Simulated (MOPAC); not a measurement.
Job for MOPAC: AM1 on AsH4In (SMILES [AsH2][InH2]), a point of a torsion scan.

```
AM1 1SCF PRECISE CHARGE=0 THREADS=1
AsH4In

As    -1.58787846 1    -0.25312877 1    -0.73047245 1
In     0.93957175 1     0.32084892 1    -0.50276266 1
H     -1.87478644 1     1.09079618 1    -0.10004233 1
H     -1.50186778 1    -0.85141328 1     0.65317520 1
H      1.74945134 1     0.64815464 1     1.03471059 1
H      2.14363449 1     0.47201078 1    -1.78863186 1
```

It printed:

```
*******************************************************************************
 **                                                                           **
 **                              MOPAC v23.2.5                                **
 **                                                                           **
 *******************************************************************************
 ** MOPAC's Digital Object Identifier: https://doi.org/10.5281/zenodo.6511958 **
 **                                                                           **
 ** Please cite the open-source release paper for use of this MOPAC version:  **
 ** J. E. Moussa and J. J. P. Stewart (2026)                                  **
 ** MOPAC: An open-source semiempirical molecular orbital program             **
 ** J. Open Source Softw., 11(119), 8025, https://doi.org/10.21105/joss.08025 **
 *******************************************************************************

                              AM1 CALCULATION RESULTS

 *******************************************************************************
 *  AM1        - The AM1 Hamiltonian to be used
 *
 *
 *
 *                 CHARGE ON SYSTEM = 0
 *
 *
 *
 *  PRECISE    - TIGHTER CRITERIA TO BE USED
 *  1SCF       - DO 1 SCF AND THEN STOP
 *  THREADS=1  - MULTI-THREADING NOT USED
 *  T=         - A TIME OF 172800.0 SECONDS REQUESTED
 *  DUMP=N     - RESTART FILE WRITTEN EVERY 7200.0 SECONDS REQUESTED
 *******************************************************************************
AM1 1SCF PRECISE CHARGE=0 THREADS=1
 AsH4In

   ATOM   CHEMICAL          X               Y               Z
  NUMBER   SYMBOL      (ANGSTROMS)     (ANGSTROMS)     (ANGSTROMS)

     1      As         -1.58787846  *  -0.25312877  *  -0.73047245  *
     2      In          0.93957175  *   0.32084892  *  -0.50276266  *
     3       H         -1.87478644  *   1.09079618  *  -0.10004233  *
     4       H         -1.50186778  *  -0.85141328  *   0.65317520  *
     5       H          1.74945134  *   0.64815464  *   1.03471059  *
     6       H          2.14363449  *   0.47201078  *  -1.78863186  *



          CARTESIAN COORDINATES

    NO.       ATOM           X           Y           Z

     1        As         -1.5879     -0.2531     -0.7305
     2        In          0.9396      0.3208     -0.5028
     3         H         -1.8748      1.0908     -0.1000
     4         H         -1.5019     -0.8514      0.6532
     5         H          1.7495      0.6482      1.0347
     6         H          2.1436      0.4720     -1.7886

  H: (AM1): M.J.S. DEWAR ET AL, J. AM. CHEM. SOC. 107 3902-3909 (1985)
 As: (AM1): J. J. P. STEWART, J. MOL. MOD., 10, 155-164 (2004)
 In: (AM1): J. J. P. STEWART, J. MOL. MOD., 10, 155-164 (2004)

           Empirical Formula: H4 As In  =     6 atoms



      MOLECULAR POINT GROUP   :   C1


      RHF CALCULATION, NO. OF DOUBLY OCCUPIED LEVELS = 6


 -------------------------------------------------------------------------------
 AM1 1SCF PRECISE CHARGE=0 THREADS=1
 AsH4In



     1SCF WAS SPECIFIED, SO BFGS WAS NOT USED
     SCF FIELD WAS ACHIEVED


                              AM1 CALCULATION
                                                       MOPAC v23.2.5 Linux




          FINAL HEAT OF FORMATION =         32.65889 KCAL/MOL =     136.64479 KJ/MOL


          COSMO AREA              =        108.26 SQUARE ANGSTROMS
          COSMO VOLUME            =         93.34 CUBIC ANGSTROMS

          IONIZATION POTENTIAL    =          9.733183 EV
          HOMO LUMO ENERGIES (EV) =         -9.733 -2.212
          NO. OF FILLED LEVELS    =          6
          MOLECULAR WEIGHT        =        193.7732         POINT GROUP:  C1

          MOLECULAR DIMENSIONS (Angstroms)

            Atom       Atom       Distance
            H     6    H     4     4.58296
            H     5   As     1     3.34179
            H     3    H     4     1.90433


          SCF CALCULATIONS        =          1





   ATOM   CHEMICAL          X               Y               Z
  NUMBER   SYMBOL      (ANGSTROMS)     (ANGSTROMS)     (ANGSTROMS)

     1      As         -1.58787846  *  -0.25312877  *  -0.73047245  *
     2      In          0.93957175  *   0.32084892  *  -0.50276266  *
     3       H         -1.87478644  *   1.09079618  *  -0.10004233  *
     4       H         -1.50186778  *  -0.85141328  *   0.65317520  *
     5       H          1.74945134  *   0.64815464  *   1.03471059  *
     6       H          2.14363449  *   0.47201078  *  -1.78863186  *

                             CARTESIAN COORDINATES

   1   As       -1.587878460    -0.253128770    -0.730472450
   2   In        0.939571750     0.320848920    -0.502762660
   3    H       -1.874786440     1.090796180    -0.100042330
   4    H       -1.501867780    -0.851413280     0.653175200
   5    H        1.749451340     0.648154640     1.034710590
   6    H        2.143634490     0.472010780    -1.788631860


           Empirical Formula: H4 As In  =     6 atoms



      MOLECULAR POINT GROUP   :   C1


                  EIGENVALUES
 -20.10726 -15.79173 -12.61366 -11.60130 -10.14567  -9.73318  -2.21156  -0.66529
   1.24845   1.32322   1.59051   1.68376


              NET ATOMIC CHARGES AND DIPOLE CONTRIBUTIONS

  ATOM NO.   TYPE          CHARGE      No. of ELECS.   s-Pop       p-Pop
    1         As           0.449267        4.5507     1.87054     2.68019
    2         In          -0.360588        3.3606     1.42894     1.93165
    3          H          -0.092250        1.0922     1.09225
    4          H          -0.095358        1.0954     1.09536
    5          H           0.040267        0.9597     0.95973
    6          H           0.058662        0.9413     0.94134
 DIPOLE           X         Y         Z       TOTAL
 POINT-CHG.    -2.593    -0.937    -1.264     3.033
 HYBRID         1.491     1.020     1.968     2.672
 SUM           -1.102     0.083     0.704     1.310


          ATOMIC ORBITAL ELECTRON POPULATIONS

     Atom    s        px        py        pz
    1 As   1.87054   0.83313   0.88238   0.96467
    2 In   1.42894   0.92845   0.09453   0.90868
    3  H   1.09225
    4  H   1.09536
    5  H   0.95973
    6  H   0.94134

 **********************
 *                    *
 * JOB ENDED NORMALLY *
 *                    *
 **********************




 == MOPAC DONE ==
```

The run finished.

Cost: very roughly 0.04 core-seconds.
